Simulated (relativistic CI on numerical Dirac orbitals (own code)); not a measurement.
# Ce4+: M4,5 absorption edge

Computed with this model: Dirac-Coulomb-Breit CI, KLI orbitals optimised for each configuration, a model potential for QED, multiplet model of core-to-valence dipole absorption, unscaled Slater integrals; configurations [Kr] 4d10 5s2 5p6 → [Ar] 3d9 4s2 4p6 4d10 4f 5s2 5p6; 300 K; Lorentzian 0.9 eV and Gaussian 0.4 eV FWHM. Energies are those of the free ion, without screening or charge transfer. The branching ratio is the share of the lower-energy edge in the whole absorption, uncertain by about 0.02 where the edges overlap. S is read from ⟨S²⟩ = S(S + 1).

free ion: ground-state S = 0.00, centroid 900.44 eV, branching ratio 0.348. Peaks (eV, height): 888.4 (53), 906.9 (100).

The statistical ratio of this edge is 3/5 = 0.600. Values above it arise where the holes sit mainly in the j = l + 1/2 valence subshell or the ground state has high spin; values below it where core-valence Coulomb terms move weight to the upper edge, as in nearly empty shells.

Strongest unbroadened transitions for free ion:

```csv
Energy (eV),Relative strength
882.51,0.5
888.41,52.9
906.90,100.0
```
